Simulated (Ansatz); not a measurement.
Mulliken charges of `[BH2][GeH2][F]` from ωB97M-V/def2-TZVPP in Ansatz (PBE0-D4/def2-TZVP geometry).

```tsv
atom	x (Å)	y (Å)	z (Å)	charge (e)
B1	-0.983	0.234	-0.747	-0.173
Ge2	0.647	-0.090	0.455	0.367
F3	0.757	-1.787	0.871	-0.399
H4	-1.706	-0.656	-1.073	0.111
H5	-1.212	1.342	-1.129	0.098
H6	0.569	0.648	1.806	-0.002
H7	1.989	0.241	-0.229	-0.002
```

By hand: the dipole of these point charges (1 e Å = 4.8032 D).

Σ q r = (-0.208, 0.696, -0.284) e Å, of length 0.780 e Å = 3.75 D.

How does the dipole of the full density compare? (Best estimate.)

The calculation gave: (-0.145, 0.440, -0.189) e Å, 2.40 D; the point charges give 1.56 times that, at 2° from its direction.

Point charges leave out the atoms' own dipoles, such as those of lone pairs, and Mulliken's split depends on the basis, so the two needn't agree.
